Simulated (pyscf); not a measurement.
## F–W(F)(F)(F)=Se, singlet

Gas-phase minimum from PySCF at ωB97X-D3(BJ)/def2-SVP, one conformer. 

```xyz
6

F      0.4708    -0.7016     0.8642
W     -1.0288    -0.0763    -0.0310
F     -0.5157    -1.2088    -1.4077
F     -2.7645    -0.3625    -0.6194
F     -1.7764     0.1434     1.6524
Se    -0.5061     1.9537    -0.7140
```

Bonds (Å): F1–W2 1.855, W2–F3 1.855, W2–F4 1.855, W2–F5 1.855, W2–Se6 2.205. Bond angles (°): F1–W2–F3 85.9, F1–W2–F4 149.0, F1–W2–F5 85.9, F1–W2–Se6 105.6, F3–W2–F4 85.9, F3–W2–F5 149.0, F3–W2–Se6 105.5, F4–W2–F5 85.9, F4–W2–Se6 105.4, F5–W2–Se6 105.5.

Properties at ωB97X-D3(BJ)/def2-SVP:

```yaml
harmonic_wavenumbers_unscaled: 133, 178, 178, 238, 240, 240, 340, 426, 657, 718, 718, 738 cm⁻¹
zero_point_energy: 6.9 kcal/mol
rotational_symmetry_number: 4
Entropy of this conformer at 298 K and 1 atm, rigid rotor and harmonic oscillator, modes under 100 cm⁻¹ raised to 100: 360.6 J/(mol K)
dipole_moment: 1.12 D
```

Single-point totals, which compare only within one level:

| level | total energy (hartree) |
|---|---|
| ωB97X-D3(BJ)/def2-TZVP | -2868.42881 |
| PBE/def2-TZVP | -2867.79757 |
| r²SCAN/def2-TZVP | -2868.35156 |
| B3LYP-D3(BJ)/def2-TZVP | -2868.53220 |
| PBE0-D3(BJ)/def2-TZVP | -2867.79115 |
| M06-2X/def2-TZVP | -2868.21354 |
| ωB97M-D3(BJ)/def2-TZVP | -2868.47857 |

Elements up to Kr have no core potential and no relativistic terms here. Elements past Kr carry the def2 core potentials, without spin-orbit coupling.
